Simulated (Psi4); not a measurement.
C$_{4}$NiO$_{4}$, charge +1, quartet, at a GFN2-xTB geometry of the parent state (such geometries of metal compounds can be far from the true shape) (a state made from the parent by changing its charge; the spin is typed, not shown lowest); CAM-B3LYP/def2-SVP (Psi4).

Here is a job for Psi4.
```
memory 2 GB

molecule mol {
1 4
Ni   -0.000036   -0.007737    0.019609
O     1.939237    1.490328   -1.618852
C     1.192848    0.915000   -0.991112
O     1.443173   -1.426183    2.163261
C     0.885472   -0.880792    1.342485
O    -1.421998   -1.962631   -1.668037
C    -0.875479   -1.212073   -1.019873
O    -1.947519    1.869104    1.192875
C    -1.199273    1.147447    0.744024
}

set {
  basis def2-svp
  reference uks
}

energy('cam-b3lyp')
print_variables()
```

What the program printed (banner, timings and long lists left out):

```
   => Loading Basis Set <=

    Name: DEF2-SVP
    Role: ORBITAL
    Keyword: BASIS

         ---------------------------------------------------------
                                   SCF
               by Justin Turney, Rob Parrish, Andy Simmonett
                          and Daniel G. A. Smith
                              UKS Reference
         ---------------------------------------------------------

  ==> Geometry <==

    Molecular point group: c1
    Full point group: C1

    Geometry (in Angstrom), charge = 1, multiplicity = 4:

       Center              X                  Y                   Z               Mass
    ------------   -----------------  -----------------  -----------------  -----------------
         NI          -0.001489389992    -0.000184845576     0.001070660445    57.935342410000
         O            1.937783610008     1.497880154424    -1.637390339555    15.994914619570
         C            1.191394610008     0.922552154424    -1.009650339555    12.000000000000
         O            1.441719610008    -1.418630845576     2.144722660445    15.994914619570
         C            0.884018610008    -0.873239845576     1.323946660445    12.000000000000
         O           -1.423451389992    -1.955078845576    -1.686575339555    15.994914619570
         C           -0.876932389992    -1.204520845576    -1.038411339555    12.000000000000
         O           -1.948972389992     1.876656154424     1.174336660445    15.994914619570
         C           -1.200726389992     1.154999154424     0.725485660445    12.000000000000

  Running in c1 symmetry.

  Rotational constants: A =      0.03551  B =      0.03542  C =      0.03528 [cm^-1]
  Rotational constants: A =   1064.66471  B =   1061.71889  C =   1057.56468 [MHz]
  Nuclear repulsion =  604.457369767960927

  Charge       = 1
  Multiplicity = 4
  Electrons    = 83
  Nalpha       = 43
  Nbeta        = 40

  ==> Algorithm <==

  SCF Algorithm Type is DF.
  DIIS enabled.
  MOM disabled.
  Fractional occupation disabled.
  Guess Type is SAD.
  Energy threshold   = 1.00e-06
  Density threshold  = 1.00e-06
  Integral threshold = 1.00e-12

  ==> Primary Basis <==

  Basis Set: DEF2-SVP
    Blend: DEF2-SVP
    Number of shells: 59
    Number of basis functions: 143
    Number of Cartesian functions: 156
    Spherical Harmonics?: true
    Max angular momentum: 3

  ==> DFT Potential <==

   => LibXC <=

    Version 7.1.2
    S. Lehtola, C. Steigemann, M. J. T. Oliveira, and M. A. L. Marques,  SoftwareX 7, 1–5 (2018) (10.1016/j.softx.2017.11.002)

   => Composite Functional: CAM-B3LYP <=

    CAM-B3LYP Hyb-GGA Exchange-Correlation Functional

    T. Yanai, D. P. Tew, and N. C. Handy,  Chem. Phys. Lett. 393, 51 (2004) (10.1016/j.cplett.2004.06.011)

    Deriv               =              1
    GGA                 =           TRUE
    Meta                =          FALSE

    Exchange Hybrid     =           TRUE
    MP2 Hybrid          =          FALSE

   => Exchange Functionals <=

    0.3500         Becke 88 [omega = 0.3300]
    0.4600   Short-range recipe for B88 functional - erf [omega = 0.3300]

   => Exact (HF) Exchange <=

    0.4600            HF,LR [omega = 0.3300]
    0.1900               HF

   => Correlation Functionals <=

    0.1900   Vosko, Wilk & Nusair (VWN5)
    0.8100   Lee, Yang & Parr

   => LibXC Density Thresholds  <==

    XC_HYB_GGA_XC_CAM_B3LYP:  1.00E-14

   => Molecular Quadrature <=

    Radial Scheme          =       TREUTLER
    Pruning Scheme         =           NONE
    Nuclear Scheme         =       TREUTLER

    Blocking Scheme        =         OCTREE
    BS radius alpha        =              1
    Pruning alpha          =              1
    Radial Points          =             75
    Spherical Points       =            302
    Total Points           =         194865
    Total Blocks           =           1501
    Max Points             =            256
    Max Functions          =            128
[...]
   @DF-UKS iter  68: -1960.59201972999290    1.04847e-06   2.74139e-06 DIIS
   @DF-UKS iter  69: -1960.59201628463256    3.44536e-06   2.67237e-06 DIIS
   @DF-UKS iter  70: -1960.59201322808894    3.05654e-06   2.61683e-06 DIIS
   @DF-UKS iter  71: -1960.59200612959444    7.09849e-06   2.33677e-06 DIIS
   @DF-UKS iter  72: -1960.59200359840725    2.53119e-06   2.20475e-06 DIIS
   @DF-UKS iter  73: -1960.59200096849963    2.62991e-06   2.13716e-06 DIIS
   @DF-UKS iter  74: -1960.59199896116024    2.00734e-06   2.10157e-06 DIIS
   @DF-UKS iter  75: -1960.59199889237266    6.87876e-08   1.92655e-06 DIIS
   @DF-UKS iter  76: -1960.59199825924316    6.33130e-07   1.89443e-06 DIIS
   @DF-UKS iter  77: -1960.59199901888474   -7.59642e-07   1.79489e-06 DIIS
   @DF-UKS iter  78: -1960.59199969262181   -6.73737e-07   1.82488e-06 DIIS
   @DF-UKS iter  79: -1960.59200031323189   -6.20610e-07   1.72710e-06 DIIS
   @DF-UKS iter  80: -1960.59200130262434   -9.89392e-07   1.68091e-06 DIIS
   @DF-UKS iter  81: -1960.59200381202572   -2.50940e-06   1.62869e-06 DIIS
   @DF-UKS iter  82: -1960.59200476197429   -9.49949e-07   1.58876e-06 DIIS
   @DF-UKS iter  83: -1960.59200510079631   -3.38822e-07   1.57628e-06 DIIS
   @DF-UKS iter  84: -1960.59200609526647   -9.94470e-07   1.57371e-06 DIIS
   @DF-UKS iter  85: -1960.59200787026248   -1.77500e-06   1.58577e-06 DIIS
   @DF-UKS iter  86: -1960.59200804350257   -1.73240e-07   1.57424e-06 DIIS
   @DF-UKS iter  87: -1960.59200797352787    6.99747e-08   1.58168e-06 DIIS
   @DF-UKS iter  88: -1960.59200738012373    5.93404e-07   1.53383e-06 DIIS
   @DF-UKS iter  89: -1960.59200840547282   -1.02535e-06   1.50017e-06 DIIS
   @DF-UKS iter  90: -1960.59200770904545    6.96427e-07   1.49171e-06 DIIS
   @DF-UKS iter  91: -1960.59200775598515   -4.69397e-08   1.43808e-06 DIIS
   @DF-UKS iter  92: -1960.59200765452738    1.01458e-07   1.42999e-06 DIIS
   @DF-UKS iter  93: -1960.59200742713369    2.27394e-07   1.41483e-06 DIIS
   @DF-UKS iter  94: -1960.59200882493883   -1.39781e-06   1.40424e-06 DIIS
   @DF-UKS iter  95: -1960.59200887521524   -5.02764e-08   1.40225e-06 DIIS
   @DF-UKS iter  96: -1960.59200796733012    9.07885e-07   1.40533e-06 DIIS
   @DF-UKS iter  97: -1960.59200750637388    4.60956e-07   1.40319e-06 DIIS
   @DF-UKS iter  98: -1960.59200739586640    1.10507e-07   1.39529e-06 DIIS
   @DF-UKS iter  99: -1960.59200742587336   -3.00070e-08   1.39049e-06 DIIS
   @DF-UKS iter 100: -1960.59200856219445   -1.13632e-06   1.37745e-06 DIIS

PsiException: Could not converge SCF iterations in 100 iterations.

  Failed to converge.

Traceback (most recent call last):
  File "psi4", line 375, in <module>
  File "<string>", line 30, in <module>
  File "site-packages/psi4/driver/driver.py", line 533, in energy
  File "site-packages/psi4/driver/procrouting/proc.py", line 2760, in run_scf
  File "site-packages/psi4/driver/procrouting/proc.py", line 2047, in scf_helper
  File "site-packages/psi4/driver/procrouting/scf_proc/scf_iterator.py", line 93, in scf_compute_energy
  File "site-packages/psi4/driver/procrouting/scf_proc/scf_iterator.py", line 86, in scf_compute_energy
  File "site-packages/psi4/driver/procrouting/scf_proc/scf_iterator.py", line 609, in scf_iterate

psi4.driver.p4util.exceptions.SCFConvergenceError: Could not converge SCF iterations in 100 iterations.

Printing out the relevant lines from the Psithon --> Python processed input file:
    C    -1.199273    1.147447    0.744024
    ""","mol")
    core.IO.set_default_namespace("mol")
    core.set_global_option("BASIS", "def2-svp")
    core.set_global_option("REFERENCE", "uks")
--> energy('cam-b3lyp')
    print_variables()

!-------------------------------------------------------!
!                                                       !
!  Could not converge SCF iterations in 100 iterations. !
!                                                       !
!-------------------------------------------------------!
```

The run did not converge; its last values are not results.
